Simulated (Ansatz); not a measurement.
Spin states of HORe (SMILES [OH][Re]), each relaxed at B3LYP-D3(BJ)/def2-TZVP; lowest solutions found, singlets restricted, no spin–orbit coupling, no relativity up to Kr.
Multiplicity 5 (charge 0, multiplicity 5):
```xyz
3

Re    -0.9556    -0.6629    -0.8290
O      0.4434    -0.1226     0.2996
H      0.4790     0.8328     0.4591
```
Multiplicity 7 (charge 0, multiplicity 7):
```xyz
3

Re    -1.04120    -0.79585    -0.91197
O      0.38052    -0.01696     0.26693
H      0.62750     0.86018     0.57471
```

Run with Ansatz (a quantum-chemistry and plane-wave program). Values without a source in brackets are computed. In def2 rows elements past Kr take small-core potentials, without spin–orbit coupling.

The energy of multiplicity 7 less that of multiplicity 5 (kcal/mol) and the share of exact exchange:

| functional | exact exchange (%) | value |
|---|---|---|
| PBE/def2-TZVPP | 0 | 13.53 |
| PBE0/def2-TZVPP | 25 | 7.30 |
| BLYP/def2-TZVPP | 0 | 22.79 |
| B3LYP/def2-TZVPP | 20 | 17.97 |
| BHLYP/def2-TZVPP | 50 | 12.61 |
| r2SCAN/def2-TZVPP | 0 | 3.04 |
| r2SCANh/def2-TZVPP | 10 | 2.03 |

**Question.** Take the value as linear in the share of exact exchange along PBE and PBE0. Give the slope, say whether the sign turns, and set the other functionals against that line.

**Answer.** 
Slope: (7.30 − (13.53))/2.5 = -2.49 kcal/mol for each 10 %. The line crosses zero at 54 %, where the sign would turn. At 50 % it gives 1.1 kcal/mol. The LYP pair gives (12.61 − (22.79))/5 = -2.04 for each 10 %. BHLYP, at 50 %, lies 11.5 from the PBE line. B3LYP, at 20 %, lies 9.4 from the PBE line. r2SCAN, with none, stands -10.5 from PBE. The r2SCAN pair gives -1.01 for 10 %.
